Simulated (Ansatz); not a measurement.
Computed with Ansatz on PBE0-D4/def2-TZVP structures; ΔE is electronic, products minus reactants. CBS: MP2 limit from def2 TZ/QZ plus the TZ coupled-cluster correction, frozen cores. DFT in def2-TZVPP. HSE06 is defined as in plane-wave codes. For Br outer-core shells are correlated without core-valence functions, which leaves a few kJ/mol of doubt a bond. Scalar relativity is left out up to krypton. One conformer a species, not always the lowest.

`C[Si]1(Br)CO1` → `C=CO[SiH2]Br`  (isomerisation)

`C[Si]1(Br)CO1`:

Z-matrix (Å, degrees):
```
C
Si 1 1.844
H 1 1.092 2 109.6
H 1 1.091 2 110.8 3 120.7
H 1 1.092 2 110.0 3 -119.7
Br 2 2.206 1 110.5 3 -178.6
C 2 1.797 1 127.1 3 -18.2
O 2 1.646 1 119.0 3 43.2
H 7 1.088 2 121.4 1 -161.2
H 7 1.088 2 123.1 1 1.9
```

`C=CO[SiH2]Br`:

```xyz
10

C    -0.272   -1.921    0.856
C    -0.406   -0.794    0.179
O     0.320    0.319    0.472
Si    0.367    1.695   -0.417
Br    1.433    1.368   -2.332
H     0.437   -2.009    1.669
H    -0.880   -2.775    0.595
H    -1.112   -0.693   -0.643
H    -1.003    2.134   -0.766
H     1.117    2.675    0.387
```

CCSD(T)/CBS gives -3.2 kcal/mol.

**Question.** Another level gave -1.1 kcal/mol. Which?
A. HSE06-D4/def2-TZVPP
B. ωB97M-V/def2-TZVPP
C. B2PLYP/def2-TZVPP
D. r2SCAN0-D4/def2-TZVPP

**Answer.** D. r2SCAN0-D4 -1.1, HSE06-D4 -0.1, B2PLYP -4.5, ωB97M-V -2.0 kcal/mol.

Largest T1 diagnostic among the species: 0.011.

At CCSD(T), def2-SVP lies −6.9 kcal/mol from the extrapolated value and def2-TZVPP −0.4 kcal/mol. In def2-TZVPP, CCSD(T) changes the Hartree–Fock value by +10.0 kcal/mol (the triples alone add +1.0 kcal/mol) and MP2 by +12.5 kcal/mol.

CCSD(T)/CBS has its own doubt, a few kJ/mol and more with outer-core shells, so smaller differences from it don't rank the levels.
